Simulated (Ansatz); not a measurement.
System: C6H7, charge -1, multiplicity 1. It need not be the lowest isomer of its formula. Whether it binds its extra electron was not tested at this geometry. 
Structure (B3LYP-D3(BJ)/def2-TZVP (Ansatz, a first-principles code) minimum search):
```
C
C 1 1.3646
C 2 1.4948 1 102.52
C 3 1.3508 2 114.42 1 0.00
H 4 1.0867 3 128.22 2 -180.00
H 3 1.0905 4 122.64 5 0.00
C 1 1.5012 2 126.38 3 180.00
H 7 1.0925 1 108.98 2 0.00
H 7 1.1024 8 107.94 1 123.02
H 7 1.1024 8 107.94 9 113.97
C 4 1.5040 5 124.37 3 -180.00
H 11 1.1023 4 111.96 5 59.26
H 11 1.1023 12 105.72 4 122.16
```
Charge -1, spin multiplicity 1.

Total electronic energies in hartree. Correlated levels leave the core frozen unless marked. No spin-orbit coupling. No relativistic terms. Basis-set limits of correlation are two-point, X^-3; Hartree-Fock from the larger set. [CCSD(T)-MP2]/basis is that difference in the basis named.

The Hartree-Fock reference is unstable (checked in the largest basis), which strains HF and MP2. 

| level | program | energy (Eh) |
|---|---|---|
| HF/aug-cc-pVDZ | Ansatz | -231.19420 |
| HF/cc-pwCVTZ | Ansatz | -231.23846 |
| RI-HF/aug-cc-pVTZ | Ansatz | -231.24451 |
| BLYP-D3(BJ)/def2-TZVPD | Ansatz + dftd3 | (withheld) |
| revPBE-D3(BJ)/def2-TZVPD | Ansatz + dftd3 | -232.81149 |
| B97M-V/def2-TZVPD | Ansatz | (withheld) |
| PBE0/6-31G* | Ansatz | -232.45240 |
| PBE0-D4/def2-TZVPD | Ansatz + dftd4 | (withheld) |
| PBE0/def2-QZVPP | Ansatz | -232.57300 |
| B2GP-PLYP-D4/def2-TZVPD | Ansatz + dftd4 | -232.58292 |
| RPA@PBE/cc-pVQZ | Ansatz | -232.91806 |
| MP2/aug-cc-pVTZ | Ansatz | -232.25660 |
| RI-MP2/CBS(aug-cc-pVTZ,aug-cc-pVQZ) | Ansatz | -232.3605 |
| CCSD/aug-cc-pVTZ | Ansatz | -232.28741 |
| RI-MP2/CBS(aug-cc-pVTZ,aug-cc-pVQZ)+[CCSD(T)-MP2]/aug-cc-pVTZ | Ansatz | -232.4467 |

Q: What belongs in the gaps?

A: 
- BLYP-D3(BJ)/def2-TZVPD, energy (Eh): -232.75786
- B97M-V/def2-TZVPD, energy (Eh): -232.85970
- PBE0-D4/def2-TZVPD, energy (Eh): -232.57020
